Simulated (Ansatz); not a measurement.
A nudged elastic band was laid between two geometries of CH6INSSi (11 atoms, charge 0, multiplicity 1).

The calculation used RKS r2SCAN-D4/def2-SVP (Ansatz 0.2.0).

```yaml
movable_images: 7
climbing_image: yes
spring: 5.0 eV/Å²
optimiser: quadratic models (default)
start_path: through a guess of the saddle point
force_threshold: 0.05 eV/Å
iteration_limit: 29
end_points: relaxed
```

Initial state:

```xyz
11
Properties=species:S:1:pos:R:3
C -1.126 0.925 -0.393
Si 0.369 0.094 0.345
N 1.000 -1.029 -0.795
S 0.013 -0.955 2.183
I 1.941 1.905 1.038
H -0.855 1.482 -1.305
H -1.563 1.636 0.323
H -1.887 0.172 -0.655
H 1.088 -0.746 -1.768
H 1.787 -1.612 -0.522
H -0.701 -1.929 1.570
```

Final state:

```xyz
11
Properties=species:S:1:pos:R:3
C -1.115 0.932 -0.407
Si 0.394 0.109 0.312
N 0.912 -1.135 -0.757
S 0.115 -0.759 2.255
I 2.069 1.907 0.746
H -1.481 1.720 0.266
H -1.917 0.190 -0.553
H -0.883 1.394 -1.381
H 0.949 -0.941 -1.756
H 1.695 -1.722 -0.480
H -0.673 -1.751 1.775
```

**Question.** Which bonds break or form, and what moves?

**Answer.** No bond is made or broken. The dihedral H8–C1–Si2–I5 goes from -176 to 64°. The two ends are copies of one structure, up to a mirror image or an exchange of like atoms.

**Question.** Give the energies along the band, and the barrier.

**Answer.** The run converged. The highest image is number 4 of 0 to 8, 0.073 eV above the ends, which have the same energy within 2 meV. A vibrational analysis at the climbing image gives one clearly imaginary mode, 166i cm⁻¹: a first-order saddle point.

```
image  path coordinate (Å)  energy (eV)  dihedral H8–C1–Si2–I5 (°)
    0                 0.00        0.000                       -176
    1                 0.45        0.011                        169
    2                 0.89        0.037                        154
    3                 1.34        0.063                        139
    4                 1.78        0.073                        124
    5                 2.22        0.063                        109
    6                 2.66        0.037                         94
    7                 3.09        0.011                         79
    8                 3.53        0.000                         64
```

**Question.** What is the geometry of the highest image?

**Answer.** 
```xyz
11
Properties=species:S:1:pos:R:3
C -1.125 0.930 -0.420
Si 0.395 0.118 0.317
N 0.925 -1.117 -0.757
S 0.129 -0.774 2.253
I 2.085 1.896 0.788
H -0.989 2.012 -0.558
H -1.988 0.779 0.247
H -1.361 0.472 -1.393
H 0.966 -0.921 -1.754
H 1.708 -1.703 -0.476
H -0.680 -1.750 1.773
```

**Question.** What are the harmonic wavenumbers there?

**Answer.** 166i, 116, 145, 195, 208, 224, 239, 336, 358, 476, 515, 688, 732, 744, 798, 865, 889, 1252, 1417, 1431, 1540, 2670, 3044, 3150, 3167, 3555, 3657 cm⁻¹.

Time of the run: 4.3 min on 2 threads of AMD EPYC 7R43 64-Core Processor (Zen 3) (shared host), peak memory 0.23 GiB.
